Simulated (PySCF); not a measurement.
## Computed properties of Te(H)(iPr) (C3H8Te), SMILES [TeH]C(C)C

Te(H)(iPr) (C3H8Te), SMILES CC(C)[TeH]. Geometry optimised at B3LYP-D3(BJ)/def2-SVP. The def2 effective core potentials stand for the cores of Te; spin–orbit coupling is left out. One conformer was computed; it need not be the lowest. All values are computed for the isolated molecule unless a solvent is named; none is compared with measurement here.

**Structure.** All 30 harmonic modes at B3LYP-D3(BJ)/def2-SVP (PySCF) are real, so it is a minimum. With heavy atoms numbered as in [TeH:1][CH:3]([CH3:4])[CH3:5], the shortest bond between them is C3–C4 at 1.522 Å and the longest Te1–C3 at 2.219 Å.

**Vibrations.** The strongest infrared lines (harmonic, unscaled, degenerate partners summed) lie at 2097 cm⁻¹ (70 km/mol, H 99 %), 1213 cm⁻¹ (47 km/mol, H 69 %, C 31 %), 1166 cm⁻¹ (45 km/mol, C 51 %, H 49 %). The softest mode is at 131 cm⁻¹ and the zero-point energy is 62.4 kcal/mol.

**Electronic structure.** PBE0/def2-TZVP (PySCF) places the frontier levels at -6.02 and -0.72 eV, a gap of 5.30 eV, and gives a dipole moment of 1.57 D and a mean polarisability of 76.7 bohr³. PBE/def2-TZVP (PySCF) at the same geometry gives -4.98 and -1.55 eV, so its gap is 1.87 eV narrower. An orbital gap is neither the optical nor the fundamental gap.

**Excitations.** TDA-ωB97X/def2-SVPD (PySCF) has S1 at 3.78 eV (328 nm, f = 0.001, dark); the most intense of the 10 singlets computed lies at 6.50 eV (f = 0.22). T1 (TDA) is at 3.35 eV, 0.43 eV under S1. TDA-PBE/def2-SVPD (PySCF) puts S1 at 3.59 eV. No vertical singlet excitation falls in the visible range (under 3.1 eV).
